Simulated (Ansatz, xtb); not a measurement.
## C6H7NO: which of two isomers lies lower

Structure a: `C/C=N\c1ccco1`, a singlet. Structure b: `C/C=N/c1ccco1`, a singlet. Both are isolated molecules in the gas phase, relaxed with B3LYP/def2-SVP; the shapes shown needn't be the lowest conformers.

a (Å):

```xyz
15

C    -0.9385    1.4601   -0.5058
C    -0.2599    0.4916   -1.4402
C     1.3991   -0.4373   -0.0380
C     2.4633   -1.2668    0.2452
C     2.8112   -1.0476    1.6111
C     1.9390   -0.1004    2.0751
N     0.7255   -0.2949   -1.2106
O     1.0817    0.2808    1.1006
H    -1.7528    1.9887   -1.0217
H    -1.3527    0.9414    0.3744
H    -0.2244    2.2030   -0.1137
H    -0.6605    0.4478   -2.4655
H     2.9231   -1.9465   -0.4676
H     3.6044   -1.5280    2.1801
H     1.8138    0.3814    3.0419
```

b (Å):

```yaml
atoms:
  - { symbol: C, position_ang: [-1.3151, 2.1382, 0.8599] }
  - { symbol: C, position_ang: [-0.5264, 1.3028, -0.0964] }
  - { symbol: C, position_ang: [0.5480, -0.6674, -0.6787] }
  - { symbol: C, position_ang: [1.0030, -1.9572, -0.5311] }
  - { symbol: C, position_ang: [1.7016, -2.2856, -1.7345] }
  - { symbol: C, position_ang: [1.6243, -1.1762, -2.5302] }
  - { symbol: N, position_ang: [-0.1733, 0.1056, 0.1879] }
  - { symbol: O, position_ang: [0.9319, -0.1905, -1.9091] }
  - { symbol: H, position_ang: [-0.7685, 3.0649, 1.1107] }
  - { symbol: H, position_ang: [-2.2704, 2.4551, 0.4048] }
  - { symbol: H, position_ang: [-1.5206, 1.5771, 1.7820] }
  - { symbol: H, position_ang: [-0.2602, 1.7668, -1.0646] }
  - { symbol: H, position_ang: [0.8428, -2.5775, 0.3470] }
  - { symbol: H, position_ang: [2.1976, -3.2225, -1.9796] }
  - { symbol: H, position_ang: [1.9986, -0.9475, -3.5251] }
```

Problem. Estimate which is lower in electronic energy at CCSD(T)/def2-SVP + ΔMP2/def2-TZVPP, and by roughly how much.

Solution. The CCSD(T)/def2-SVP + ΔMP2/def2-TZVPP calculation puts structure b lower, by 3.2 kcal/mol.

How the difference moves with the method:

```tsv
level	geometry	E(b) − E(a) (kcal/mol)	departure from the last row (kcal/mol)	job, with rough time for the two
GFN2-xTB	GFN2-xTB	−0.8	+2.4	optimisation, 0.18 s
HF/STO-3G	GFN2-xTB	−3.3	−0.1	single point, 0.62 s
r2SCAN-D4/def2-SVP	GFN2-xTB	−2.9	+0.3	single point, 8.1 s
B3LYP/def2-SVP	B3LYP/def2-SVP	−3.0	+0.2	optimisation, 2.4 min
HF/def2-SVP	B3LYP/def2-SVP	−4.5	−1.3	part of the CCSD(T) run
MP2/def2-SVP	B3LYP/def2-SVP	−3.0	+0.2	part of the CCSD(T) run
CCSD(T)/def2-SVP	B3LYP/def2-SVP	−3.2	0.0	single point
CCSD(T)/def2-SVP + ΔMP2/def2-TZVPP	B3LYP/def2-SVP	−3.2		single point, 3.6 min
```

As drawn, both hold the same kinds of bond in the same numbers.

None of the levels shown reverses the order. The largest departure from CCSD(T)/def2-SVP + ΔMP2/def2-TZVPP is that of GFN2-xTB, 2.4 kcal/mol. The last row adds to CCSD(T) the change of the MP2 difference between the two basis sets, here 0.0 kcal/mol.

With thermal terms from frequencies at re-optimised GFN2-xTB minima (ideal gas, soft modes damped towards free rotors, one conformer each, 298.15 K, 1 atm): the zero-point term adds −0.2 kcal/mol; ΔH is −3.4 and ΔG −3.6 kcal/mol.

The correlated steps freeze 8 core orbitals. Run with Ansatz 0.2.0, xtb 6.7.1; the last row on 2 threads of Arm Neoverse V2 on a shared host.
